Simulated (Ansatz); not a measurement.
Coupled-cluster diagnostics for the cluster Sn4H2, Ansatz.

Geometry of the singlet (PBE0-D4/def2-SVP):

```tsv
atom	x (Å)	y (Å)	z (Å)
Sn1	1.006	-0.791	1.502
Sn2	-1.710	0.291	1.295
Sn3	1.763	1.104	-0.604
Sn4	-0.637	-0.155	-1.232
H5	-0.836	-1.567	-2.199
H6	0.414	1.118	1.238
```

In the def2 sets Sn takes a core potential; there is no spin–orbit coupling. Correlated methods freeze 16 core orbitals; core or outer-core shells of Sn are correlated, in sets that lack core-valence functions. Another isomer (singlet) lies 0.08 eV lower at PBE0-D4/def2-TZVP; other spin states weren't run for this one.

**Question.** Estimate the CCSD(T) correlation energy, the shares of MP2 and (T), T1 and the reference's ⟨S²⟩ for: charge 0, singlet, own geometry in def2-SVP; and the rough time on 4 threads of Arm Neoverse V1 on a shared host.

**Answer.** 
| state | basis | correlation (eV) | MP2 share (%) | (T) share (%) | T1 | ⟨S²⟩ (pure) | wall time |
| --- | --- | --- | --- | --- | --- | --- | --- |
| charge 0, singlet, own geometry | def2-SVP | -12.758 | 87.5 | 5.6 | 0.015 | 0.00 (0.00) | 22 s |
Customary marks for T1 are 0.02 (closed shells), 0.045 (open shells) and about 0.05 (3d metals). T1 stays under 0.02 throughout.
